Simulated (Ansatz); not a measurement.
```yaml
crystal:
  periodic: [false, false, false]
  atoms:
    - {symbol: F, position_ang: [-0.887321, 4.238487, 0.675210]}
    - {symbol: Si, position_ang: [0.791397, 1.435666, 1.403500]}
    - {symbol: Si, position_ang: [-0.368802, -2.034762, -1.271232]}
    - {symbol: F, position_ang: [0.583366, -4.365031, -0.381696]}
    - {symbol: Br, position_ang: [-0.210882, -0.388885, -4.925394]}
    - {symbol: H, position_ang: [3.761659, 1.801423, 0.755379]}
    - {symbol: H, position_ang: [0.220472, 1.161849, 4.236233]}
    - {symbol: H, position_ang: [-3.191569, -1.971728, -0.898979]}
basis:
  gaussian: {orbitals: def2-SVPD, fitting: {mean_field: cc-pVTZ-jkfit}}
hamiltonian: {xc: {name: r2SCANh}}
accuracy: high
output: {forces: true}
```

```sh
$ ansatz run in.yaml --threads 4 --pin off --events-out ev --progress --plain --max-ram 10444MiB
```

It prints (some lines left out):

```
Functional definition: r2SCANh
697 factors; integrals over basis functions are off by at most 5.9e-1 eV
mean field evaluation 1: about -91217.8388 eV, gradient 7.7e1 eV
mean field evaluation 2: about -90199.7234 eV, gradient 3.1e2 eV
mean field evaluation 4: about -90974.9837 eV, gradient 2.1e2 eV
mean field evaluation 8: about -91224.5998 eV, gradient 4.1e1 eV
mean field evaluation 16: about -91241.4743 eV, gradient 6.8e-2 eV
mean field evaluation 64: about -91241.4095 eV, gradient 1.4e0 eV
mean field evaluation 160: about -91241.2627 eV, gradient 8.1e-1 eV
mean field -91241.47439510 eV, -3353.0623383273 hartree, gradient 3.6e-8 eV, S^2 0.000000; 10 other end points of the search recorded, 0 dependent functions left out
reference -91241.47439655 eV, -3353.0623383805 hartree; 42, 42 occupied and 117, 117 virtual orbitals, 697 factors
Total energy: -91241.47439655 eV, -3353.0623383805 hartree
Atom 0 at    -0.887321     4.238487     0.675210 Å, force     0.687042    -1.172071     0.285357 eV/Å
Atom 1 at     0.791397     1.435666     1.403500 Å, force     0.307438     1.091331     1.037869 eV/Å
Atom 2 at    -0.368802    -2.034762    -1.271232 Å, force    -0.463118    -2.324121     0.646598 eV/Å
Atom 3 at     0.583366    -4.365031    -0.381696 Å, force    -1.181112     2.819109    -1.071128 eV/Å
Atom 4 at    -0.210882    -0.388885    -4.925394 Å, force    -0.024631    -0.323753     0.686687 eV/Å
Atom 5 at     3.761659     1.801423     0.755379 Å, force    -1.286305    -0.142400     0.282455 eV/Å
Atom 6 at     0.220472     1.161849     4.236233 Å, force     0.331672     0.159656    -1.629130 eV/Å
Atom 7 at    -3.191569    -1.971728    -0.898979 Å, force     1.629016    -0.107751    -0.238708 eV/Å
Dipole moment:     0.419061    -0.298532     0.802968 e Å
```

Question: What is wrong with this run?

Answer: The coordinates are in bohr but typed as ångström. The calculation finished and met its thresholds. The result belongs to that input, not to the molecule as meant.
